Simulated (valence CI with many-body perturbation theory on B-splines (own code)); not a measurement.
**Ti XVII: what the settings do**

Computed by configuration interaction combined with many-body perturbation theory (CI+MBPT): four valence electrons over a frozen Dirac-Fock core [He], radial functions for each j: 6 s, 6 p, 5 d, 3 f, 1 g, with the one-electron correlation potential Σ1, the two-electron term Σ2, the three-electron term Σ3, Breit, model QED; selected CI, second order for the rest, scaled by the run's own slope (own B-spline code, finite nucleus).

No measured spectrum was set against this ion. As an estimate, levels of excited configurations hold to 0.05 to 0.15 % of their energy, terms of the ground configuration to about 0.5 %.

The reference run has the lowest level 2s²2p² ³P_0 and an ionisation energy of 1131.29 eV. Its largest variational space holds 11808 state functions.

```tsv
Level	Reference (cm⁻¹)	Shift (cm⁻¹)
2s²2p² ³P_1	29648	+12
2s²2p² ³P_2	55763	+17
2s²2p² ¹D_2	140987	+21
2s²2p² ¹S_0	242696	+3.7
2s2p³ ⁵S°_2	333294	-359
2s2p³ ³D°_2	579126	-363
2s2p³ ³D°_1	580373	-363
2s2p³ ³D°_3	587028	-358
2s2p³ ³P°_0	678938	-355
2s2p³ ³P°_1	681422	-353
2s2p³ ³P°_2	687265	-350
2s2p³ ³S°_1	839015	-358
```

The ionisation energy moves by +0.049 eV.

(1) Which of these changes was made?
A. highest l in the core sums 6 → 2
B. correlating orbitals by l 3 3 3 2 1 → 4 4 0 0 0; Breit term on → off
C. box radius (bohr) 3.4334 → 3.63; Davidson tolerance 2e-05 → 0.001

Results:

(1) A. highest l in the core sums 6 → 2.
